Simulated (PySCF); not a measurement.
Species: (HBe-mu-H)2.
Hydrogens: H2, H3, H6 on Be1; H3, H5, H6 on Be4.

Computed, not measured: PBE0-D3(BJ)/def2-SVP geometry optimisation, gas phase in PySCF.

Question: How far are the bound atoms from Be1?

Answer: 3 atoms: H2 1.338 Å, H3 1.482 Å, H6 1.484 Å. The nearest atom not counted as bound is Be4, at 2.03 Å.

Question: List the angles at Be1.

Answer: 
```tsv
angle	degrees	distance of the outer atoms (Å)
H2–Be1–H3	133.3	2.59
H2–Be1–H6	132.8	2.59
H3–Be1–H6	93.8	2.17
```

Question: What is the shape at Be1?

Answer: Planar: angles 133.3°, 132.8° and 93.8°, sum 360.0°, 0.00 Å off the plane of its three neighbours. The Be–H distances aren't all alike: 1.338 to 1.484 Å. Differences among atoms that D2h makes equivalent are scatter left by the optimiser.

Question: Give some angles away from the centre.

Answer: Be1–H3–Be4 86.1°.

Question: What are the rotational constants (commonest isotopes, rigid rotor)?

Answer: A = 213568, B = 17051, C = 15790 MHz: a near-prolate asymmetric top.

Point group: D2h (tolerance 0.08 Å). Charge 0, singlet. No PBE0-D3(BJ)/def2-SVP frequencies stand behind this structure, so it isn't proved a minimum.

Time: 2.4 s wall. Hardware: Arm Neoverse N1, one thread, no GPU, on a shared host. That covers the optimisation of the geometry.
